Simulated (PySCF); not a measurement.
PySCF input file for H4Pb, SMILES [PbH4], TDA-B3LYP/def2-TZVPD. Geometry optimised at PBE0-D3(BJ)/def2-TZVPD. The def2 effective core potentials stand for the cores of Pb; spin–orbit coupling is left out.

```python
import numpy as np
from pyscf import gto, scf, dft, tdscf

mol = gto.M(
    atom='''
    Pb    0.00000000    0.00000000    0.00000000
    H    -1.01028419    1.01028419   -1.01028419
    H     1.01028419    1.01028419    1.01028419
    H     1.01028419   -1.01028419   -1.01028419
    H    -1.01028419   -1.01028419    1.01028419
    ''',
    basis='def2-TZVPD',
    ecp={'Pb': 'def2-tzvp'},
    charge=0,
    spin=0,
    symmetry=True,
    max_memory=1600,
    verbose=4,
)
mf = dft.RKS(mol, xc='b3lyp').density_fit(auxbasis='def2-universal-jkfit')
mf.grids.level = 3
mf.conv_tol = 1e-9
mf.max_cycle = 100
mf.kernel()
mf.grids = dft.Grids(mol).set(level=1).build(with_non0tab=True)  # coarser grid for the response kernel
td = tdscf.TDA(mf)
td.singlet = True
td.nstates = 10
td.conv_tol = 1e-4
td.positive_eig_threshold = 1e-6
td.kernel(x0=td.get_init_guess(mf, 15))
td.analyze()
tt = tdscf.TDA(mf)
tt.singlet = False
tt.nstates = 4
tt.conv_tol = 1e-4
tt.positive_eig_threshold = 1e-6
tt.kernel(x0=tt.get_init_guess(mf, 9))
tt.analyze(verbose=3)
```

Output:

```
PySCF version 2.14.0

[INPUT] verbose = 4
[INPUT] num. atoms = 5
[INPUT] num. electrons = 26
[INPUT] charge = 0
[INPUT] spin (= nelec alpha-beta = 2S) = 0
[INPUT] symmetry True subgroup None
[INPUT] Mole.unit = angstrom
[INPUT] Symbol           X                Y                Z      unit          X                Y                Z       unit  Magmom
[INPUT]  1 Pb     0.000000000000   0.000000000000   0.000000000000 AA    0.000000000000   0.000000000000   0.000000000000 Bohr   0.0
[INPUT]  2 H     -1.010284190000   1.010284190000  -1.010284190000 AA   -1.909160427078   1.909160427078  -1.909160427078 Bohr   0.0
[INPUT]  3 H      1.010284190000   1.010284190000   1.010284190000 AA    1.909160427078   1.909160427078   1.909160427078 Bohr   0.0
[INPUT]  4 H      1.010284190000  -1.010284190000  -1.010284190000 AA    1.909160427078  -1.909160427078  -1.909160427078 Bohr   0.0
[INPUT]  5 H     -1.010284190000  -1.010284190000   1.010284190000 AA   -1.909160427078  -1.909160427078   1.909160427078 Bohr   0.0

nuclear repulsion = 27.7232564019005
point group symmetry = Td, use subgroup D2
symmetry origin: [0. 0. 0.]
symmetry axis x: [ 1.00000000e+00  9.61481343e-17 -2.88444403e-16]
symmetry axis y: [-9.61481343e-17  1.00000000e+00  9.61481343e-17]
symmetry axis z: [ 2.88444403e-16 -9.61481343e-17  1.00000000e+00]
num. orbitals of irrep A = 26
num. orbitals of irrep B1 = 22
num. orbitals of irrep B2 = 22
num. orbitals of irrep B3 = 22
number of shells = 38
number of NR pGTOs = 141
number of NR cGTOs = 92
basis = def2-TZVPD
ecp = {'Pb': 'def2-tzvp'}


******** <class 'pyscf.df.df_jk.DFSymAdaptedRKS'> ********
method = DFSymAdaptedRKS
initial guess = minao
damping factor = 0
level_shift factor = 0
DIIS = <class 'pyscf.scf.diis.CDIIS'>
diis_start_cycle = 1
diis_space = 8
diis_damp = 0
SCF conv_tol = 1e-09
SCF conv_tol_grad = None
SCF max_cycles = 100
direct_scf = False
XC library pyscf.dft.libxc version 7.1.2
    S. Lehtola, C. Steigemann, M. J. T. Oliveira, and M. A. L. Marques,  SoftwareX 7, 1–5 (2018)
XC functionals = b3lyp
    P. J. Stephens, F. J. Devlin, C. F. Chabalowski, and M. J. Frisch,  J. Phys. Chem. 98, 11623 (1994)
radial grids:
    Treutler-Ahlrichs [JCP 102, 346 (1995); DOI:10.1063/1.469408] (M4) radial grids

becke partition: Becke, JCP 88, 2547 (1988); DOI:10.1063/1.454033
pruning grids: <function nwchem_prune>
grids dens level: 3
symmetrized grids: True
atomic radii adjust function: <function treutler_atomic_radii_adjust>
small_rho_cutoff = 0
Freeze 0 electrons in irreps []
    26 free electrons in irreps A B1 B2 B3
Set gradient conv threshold to 3.16228e-05
Initial guess from minao.
tot grids = 62464
******** <class 'pyscf.df.df.DF'> ********
auxbasis = def2-universal-jkfit
init E= -162.988177975141
HOMO (B3) = -0.78092516457069  LUMO (A) = -0.462416978431204  gap/eV = 8.66705
cycle= 1 E= -194.302737697361  delta_E= -31.3  |g|= 2.11  |ddm|= 11.8
HOMO (B1) = -0.1334595742352  LUMO (A) = 0.0367511434226024  gap/eV = 4.63167
cycle= 2 E= -193.661647406572  delta_E= 0.641  |g|= 3.07  |ddm|= 6.16
HOMO (B2) = -0.31143674008466  LUMO (A) = -0.034753784737557  gap/eV = 7.52893
cycle= 3 E= -195.270833862961  delta_E= -1.61  |g|=  0.1  |ddm|= 2.43
HOMO (B2) = -0.319847130683095  LUMO (A) = -0.0382956211188352  gap/eV = 7.66141
cycle= 4 E= -195.273387644254  delta_E= -0.00255  |g|= 0.0115  |ddm|= 0.151
HOMO (B2) = -0.321115264846011  LUMO (A) = -0.0390202773055179  gap/eV = 7.67620
cycle= 5 E= -195.273445903991  delta_E= -5.83e-05  |g|= 0.00116  |ddm|= 0.0239
HOMO (B2) = -0.321195020414367  LUMO (A) = -0.0390786721295768  gap/eV = 7.67678
cycle= 6 E= -195.273446397316  delta_E= -4.93e-07  |g|= 0.000111  |ddm|= 0.00265
HOMO (B1) = -0.321149041551656  LUMO (A) = -0.0390491353372635  gap/eV = 7.67633
cycle= 7 E= -195.273446401396  delta_E= -4.08e-09  |g|= 7.31e-06  |ddm|= 0.000202
HOMO (B2) = -0.32115008433528  LUMO (A) = -0.0390498005868496  gap/eV = 7.67634
cycle= 8 E= -195.273446401416  delta_E= -1.92e-11  |g|= 1.75e-07  |ddm|= 1.99e-05
HOMO (B3) = -0.321150064238652  LUMO (A) = -0.03904979843389  gap/eV = 7.67634
Extra cycle  E= -195.273446401416  delta_E= -9.38e-13  |g|= 6.51e-08  |ddm|= 1e-06
converged SCF energy = -195.273446401416
tot grids = 18552
Overwritten attributes  positive_eig_threshold  of <class 'pyscf.tdscf.rks.TDA'>


******** <class 'pyscf.tdscf.rks.TDA'> for <class 'pyscf.df.df_jk.DFSymAdaptedRKS'> ********
nstates = 10 singlet
deg_eia_thresh = 1.000e-03
wfnsym = None
conv_tol = 0.0001
eigh lindep = 1e-12
eigh level_shift = 0
eigh max_cycle = 100


Excitation energies (eV)
[7.08383517 7.08383517 7.08383517 7.99149027 7.99149027 7.99149027
 8.19157255 8.19157255 8.50529458 8.73925525]

** Singlet excitation energies and oscillator strengths **
Excited State   1:   B3      7.08384 eV    175.02 nm  f=0.1464
      11 -> 16        0.14367
      12 -> 15        0.14367
      13 -> 14       -0.66884
Excited State   2:   B2      7.08384 eV    175.02 nm  f=0.1464
      11 -> 17        0.14367
      12 -> 14       -0.66884
      13 -> 15        0.14367
Excited State   3:   B1      7.08384 eV    175.02 nm  f=0.1464
      11 -> 14        0.66884
      12 -> 17       -0.14367
      13 -> 16       -0.14367
Excited State   4:   B1      7.99149 eV    155.15 nm  f=0.0000
      12 -> 17       -0.49856
      13 -> 16        0.49856
Excited State   5:   B3      7.99149 eV    155.15 nm  f=0.0000
      11 -> 16        0.49856
      12 -> 15       -0.49856
Excited State   6:   B2      7.99149 eV    155.15 nm  f=0.0000
      11 -> 17       -0.49856
      13 -> 15        0.49856
Excited State   7:    A      8.19157 eV    151.36 nm  f=0.0000
      11 -> 15       -0.11788
      12 -> 16       -0.42978
      13 -> 17        0.54765
Excited State   8:    A      8.19157 eV    151.36 nm  f=0.0000
      11 -> 15       -0.56432
      12 -> 16        0.38424
      13 -> 17        0.18008
Excited State   9:    A      8.50529 eV    145.77 nm  f=0.0000
      11 -> 15       -0.40506
      12 -> 16       -0.40506
      13 -> 17       -0.40506
Excited State  10:   B3      8.73926 eV    141.87 nm  f=0.3945
      11 -> 16        0.40382
      12 -> 15        0.40382
      13 -> 14        0.12489
      13 -> 18        0.29156
      13 -> 19       -0.23516

** Transition electric dipole moments (AU) **
state          X           Y           Z        Dip. S.      Osc.
  1         0.9186      0.0000      0.0000      0.8438      0.1464
  2        -0.0000      0.9186      0.0000      0.8438      0.1464
  3        -0.0000      0.0000     -0.9186      0.8438      0.1464
  4        -0.0000     -0.0000     -0.0000      0.0000      0.0000
  5        -0.0000     -0.0000      0.0000      0.0000      0.0000
  6         0.0000     -0.0000     -0.0000      0.0000      0.0000
  7         0.0000     -0.0000      0.0000      0.0000      0.0000
  8        -0.0000      0.0000     -0.0000      0.0000      0.0000
  9         0.0000     -0.0000     -0.0000      0.0000      0.0000
 10        -1.3575     -0.0000     -0.0000      1.8427      0.3945

WARN: ECP detected. Skipping calculation of transition velocity and magnetic dipole moments, which have not yet been implemented.



******** <class 'pyscf.tdscf.rks.TDA'> for <class 'pyscf.df.df_jk.DFSymAdaptedRKS'> ********
nstates = 4 triplet
deg_eia_thresh = 1.000e-03
wfnsym = None
conv_tol = 0.0001
eigh lindep = 1e-12
eigh level_shift = 0
eigh max_cycle = 100


Excitation energies (eV)
[5.9305144  5.9305144  5.93051442 7.29381371]

** Triplet excitation energies and oscillator strengths **
Excited State   1:   B3      5.93051 eV    209.06 nm  f=0.0000
Excited State   2:   B1      5.93051 eV    209.06 nm  f=0.0000
Excited State   3:   B2      5.93051 eV    209.06 nm  f=0.0000
Excited State   4:    A      7.29381 eV    169.99 nm  f=0.0000
```

The calculation finished and met its thresholds.
